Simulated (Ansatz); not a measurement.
C$_{2}$H$_{7}$ClSi, SMILES `[SiH3]CCCl`. The species carries charge 0 and has multiplicity 1. The structure was optimised at the PBE0-D4/def2-TZVP level. It is one conformer, not always the lowest.

```xyz
11

Si   -0.903    1.168    0.401
C     0.476   -0.114    0.459
C     0.479   -1.019   -0.746
Cl    1.797   -2.234   -0.676
H    -2.229    0.497    0.343
H    -0.844    2.022    1.616
H    -0.758    2.028   -0.805
H     1.434    0.410    0.539
H     0.363   -0.705    1.373
H    -0.447   -1.588   -0.831
H     0.633   -0.465   -1.672
```

(1) What is the dipole moment at PBE/def2-TZVPP? (An estimate is asked.)

(2) And with r2SCAN, B3LYP, ωB97M-V? (Estimate.)

(3) Give the Mulliken charges with PBE, B3LYP, r2SCAN in def2-TZVPP. (Best estimate.)

Answers

(1) Ansatz gave: 1.39 D, with components (-0.91, 1.03, 0.21) D in this frame, pointing from negative to positive charge.

(2) The calculation gave: r2SCAN 1.52 D, B3LYP 1.49 D, ωB97M-V 1.48 D.

(3) Computed: 
| atom | PBE | B3LYP | r2SCAN |
| --- | --- | --- | --- |
| Si1 | 0.18 | 0.26 | 0.27 |
| C2 | -0.19 | -0.21 | -0.16 |
| C3 | -0.12 | -0.11 | -0.01 |
| Cl4 | -0.17 | -0.18 | -0.19 |
| H5 | -0.05 | -0.07 | -0.07 |
| H6 | -0.05 | -0.06 | -0.07 |
| H7 | -0.05 | -0.07 | -0.07 |
| H8 | 0.10 | 0.09 | 0.06 |
| H9 | 0.10 | 0.09 | 0.06 |
| H10 | 0.12 | 0.12 | 0.08 |
| H11 | 0.12 | 0.12 | 0.08 |

B3LYP here is the variant with VWN-RPA as its local correlation; programs differ in this.
